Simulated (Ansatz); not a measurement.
Correlation energies of C4H4BN, SMILES `b1ccccn1` by basis set

```xyz
10

B     0.2621   -1.5051    0.2594
C    -1.0454   -1.1520   -0.2324
C    -0.9358    0.2402   -0.3506
C     0.2186    0.9758   -0.0338
C     1.3661    0.3462    0.4337
N     1.4196   -0.9909    0.6021
H    -1.9491   -1.6810   -0.4857
H    -1.8034    0.7875   -0.7120
H     0.2136    2.0516   -0.1561
H     2.2536    0.9278    0.6754
```

Total charge 0; spin multiplicity 1. Geometry: relaxed with PBE0-D4/def2-TZVP. Frozen core, restricted reference, the Gaussian-basis code of Ansatz. CBS rows extrapolate triple and quadruple zeta; past MP2 they add the triple-zeta difference.

| basis | HF (Eh) | MP2 corr. | CCSD corr. | (T) | CCSD(T) total |
| --- | --- | --- | --- | --- | --- |
| def2-SVP | -232.72200 | ? | -0.78245 | -0.03651 | ? |
| def2-TZVPP | ? | -0.91055 | ? | -0.05183 | ? |
| def2-QZVPP | -232.98900 | ? | – | – | – |
| CBS(def2) | -232.99038 | -1.01350 | -1.03131 | as TZ | -234.07352 |

Problem. Fill in the withheld values. (An estimate is asked.)

Solution. Computed: def2-SVP MP2 corr.: -0.75092; def2-SVP CCSD(T) total: -233.54096; def2-TZVPP HF (Eh): -232.97898; def2-TZVPP CCSD corr.: -0.92837; def2-TZVPP CCSD(T) total: -233.95918; def2-QZVPP MP2 corr.: -0.96969.
